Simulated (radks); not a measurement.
V8+, 15 electrons, occupied as [Ne] 3s2 3p3 (the NIST ground configuration). All-electron calculation, scalar-relativistic Kohn-Sham, BLYP, spin-polarised, spherical densities, finite nucleus; open shells are filled with parallel spins first; Fermi nuclear charge, rms radius 3.6002 fm. Program: a radial shooting solver on a logarithmic mesh with Libxc functionals.

Radial electron density D(r) = 4 pi r^2 rho(r):

r (bohr),D(r) (e/bohr),spin D(r)
0.006078,3.070,-0.0000719
0.007665,4.508,-0.00000571
0.009666,6.496,0.000233
0.01209,9.038,0.000873
0.01525,12.35,0.00253
0.01908,16.13,0.00628
0.02406,20.31,0.0149
0.0301,24.03,0.0327
0.03796,26.73,0.0699
0.0475,27.44,0.138
0.0599,25.95,0.264
0.07494,23.14,0.458
0.0945,20.76,0.740
0.1182,21.06,1.04
0.1491,24.52,1.27
0.188,28.61,1.20
0.2352,29.00,0.752
0.2967,23.48,0.143
0.3712,15.00,0.0477
0.4681,8.537,1.08
0.5856,7.070,2.89
0.7385,7.603,4.20
0.9239,6.343,3.72
1.165,3.308,2.00
1.458,1.042,0.654
1.838,0.1675,0.110
2.3,0.01376,0.00954
2.9,0.0003946,0.000293

D(r) has 3 maxima, at r = 0.0456, 0.215, 0.739 bohr, and minima at 0.104, 0.572 bohr, inside which lie 2.14, 10.48 electrons.
